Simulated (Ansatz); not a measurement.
Reaction (hydrogenolysis of a B–As bond): `O=CB([SiH3])[AsH2]` + H₂ → `O=CB[SiH3]` + `[AsH3]`

Program: Ansatz. Geometries: PBE0-D4/def2-TZVP. ΔE: electronic, gas phase. CCSD(T)/CBS is the MP2 limit (def2-TZVPP, def2-QZVPP) plus CCSD(T) − MP2 in def2-TZVPP, frozen cores. This one scheme is used for every species. DFT in def2-TZVPP. For As outer-core shells are correlated without core-valence functions, which leaves a few kJ/mol of doubt a bond. Scalar relativity is left out up to krypton. One conformer a species, not always the lowest.

(1) Is it downhill or uphill in electronic energy at CCSD(T)/CBS, and by how much? (An estimate is asked.)

(2) What do these levels give: revPBE-D4, ωB97M-V, r2SCAN0, RPA@PBE/def2-TZVPP, CCSD(T)/def2-TZVPP, HF/def2-QZVPP? (An estimate is asked.)

(3) What do rigid-rotor, harmonic-oscillator terms from PBE0-D4/def2-TZVP frequencies (298.15 K, 1 bar) make of the CCSD(T)/CBS value? (Estimate.)

Largest T1 diagnostic among the species: 0.021, so the coupled-cluster value is less sure than usual.

Results:

(1) Ansatz gave: Uphill: ΔE = +18.5 kJ/mol.

(2) Ansatz gave: revPBE-D4 23.1, ωB97M-V 10.0, r2SCAN0 14.7, RPA@PBE/def2-TZVPP 8.6, CCSD(T)/def2-TZVPP 15.3, HF/def2-QZVPP -3.9 kJ/mol.

(3) The calculation gave: ΔZPE = +10.8 kJ/mol, ΔH = +24.8 kJ/mol, ΔS = 28 J/(mol·K), ΔG = +16.5 kJ/mol.

In def2-TZVPP, CCSD(T) changes the Hartree–Fock value by +18.0 kJ/mol (the triples alone add +3.3 kJ/mol) and MP2 by +27.0 kJ/mol. Leaving LDA and LC-ωPBE aside and taking each functional with its dispersion term where it has one, the values, not all of them listed here, spread over 14.9 kJ/mol, from CAM-B3LYP-D4 to revPBE-D4.
